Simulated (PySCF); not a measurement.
Radial density of Ca⁶⁺ (calcium, charge +6)

r2SCANh, [Ne] 3s2 3p2, high-spin 3P determinant. All numbers are calculated (PySCF 2.14, the non-relativistic Hamiltonian (point nucleus), in an uncontracted even-tempered set (18 s from 0.19 bohr⁻², ratio 2.5; 12 p from 0.24 bohr⁻², ratio 2.5; 5 d from 1.9 bohr⁻², ratio 2.7; 5 f from 2.9 bohr⁻², ratio 2.7)).

```
r (bohr)  4πr²ρ (e/bohr)  4πr²(ρα − ρβ)
 0.00122         0.09483         0.0000
 0.00205          0.2595         0.0000
 0.00345          0.6944         0.0000
 0.00580           1.788         0.0001
 0.00975           4.320         0.0003
  0.0164           9.376         0.0014
  0.0276           17.02         0.0075
  0.0464           23.11         0.0391
  0.0781           20.82         0.1667
   0.131           16.74         0.4772
   0.221           23.32         0.6179
   0.372           18.06         0.0289
   0.625           5.261         0.9137
    1.05           4.603         2.2023
    1.77          0.7613         0.4155
    2.97        0.003697         0.0023
```
